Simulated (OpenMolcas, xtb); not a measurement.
**CH6O2Si (SMILES C[SiH](O)O): the vertical ionisation energy, rung by rung**

CH6O2Si: 10 atoms, total charge 0, spin state singlet. As SMILES, `C[SiH](O)O`. Geometry: relaxed at PBE0-D4/def2-TZVP. This is one conformer, not always the lowest.

Each level gives the vertical ionisation energy (to the doublet cation) (eV). The values are calculated.

```csv
level,kind,program,value (eV),less CCSD(T)/cc-pVDZ,CPU time (all runs)
GFN1-xTB,semi-empirical,xtb,14.62,+3.76,under 2 s
HF/cc-pVDZ,Hartree–Fock,OpenMolcas,10.63,-0.23,19 s
SVWN5/cc-pVDZ,LDA,OpenMolcas,10.09,-0.77,71 s
BLYP/cc-pVDZ,GGA,OpenMolcas,9.86,-1.00,2 min
M06-L/cc-pVDZ,meta-GGA,OpenMolcas,10.26,-0.60,2.5 min
M06-2X/cc-pVDZ,hybrid meta-GGA,OpenMolcas,10.89,+0.03,2.5 min
"CCSD(T)/cc-pVDZ, open shells restricted",coupled cluster or CI,OpenMolcas,10.86,0.00,2.6 min
```

Differences are taken from CCSD(T)/cc-pVDZ, open shells restricted for orientation; it has basis-set and higher-order errors of its own. The values span 9.86 to 14.62 eV. The xTB values lack the empirical shift that such differences need. Times are those of the runs behind each value, whatever else they computed, on shared processors of several kinds: orders of magnitude only.
